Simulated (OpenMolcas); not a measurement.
Er2+: moving or changing the point charges

Er2+ among 4 point charges of -2 e arranged as a tetrahedron (Td), 2.27 Å from the ion.
```
   1.3106    1.3106    1.3106  -2.00
   1.3106   -1.3106   -1.3106  -2.00
  -1.3106    1.3106   -1.3106  -2.00
  -1.3106   -1.3106    1.3106  -2.00
```

```json
{
 "Program": "OpenMolcas 26.06",
 "Method": "CASSCF",
 "Basis": "ANO-RCC-VDZP [7s6p4d2f1g]",
 "Scalar Hamiltonian": "DKH2, point nucleus",
 "Active space": "12 electrons in 7 orbitals (4f)",
 "State averaging": "2S+1 = 3 even, 21 roots; 2S+1 = 1 even, 27 roots kept (CI in the orbitals of an earlier block)",
 "Spin-orbit coupling": "RASSI with atomic mean-field integrals over the reference wave functions"
}
```

Runs around this geometry, states (labels of Td). Energies in cm-1 above the lowest state or level, χT in cm3 K/mol; under a threefold ground state the first gap can be a small split of the lowest multiplet, not the spin-orbit step.

| R (Å) | Ground state | First state of that spin | First gap with spin-orbit (degeneracies) | Width of lowest J | χT at 300 K |
| --- | --- | --- | --- | --- | --- |
| 2.27 | 3T1 | 180.7 | 2.8 (2, 3) | 182 | 7.076 |
| 2.42 | 3T1 | 3T2 109.6 | 10.7 (2, 3) | 167 | 7.107 |
| 2.63 | 3T1 | 3T2 60.6 | 8.2 (2, 3) | 120 | 7.129 |

Taking the width of the lowest J multiplet as R^-n, n = -ln(120 / 182) / ln(2.63 / 2.27) = 2.8 between the shortest and longest distance.

This is an electrostatic model: the charges have no orbitals. A group larger than the point group allows holds several states that coincide in this model. No measured value stands beside these numbers.
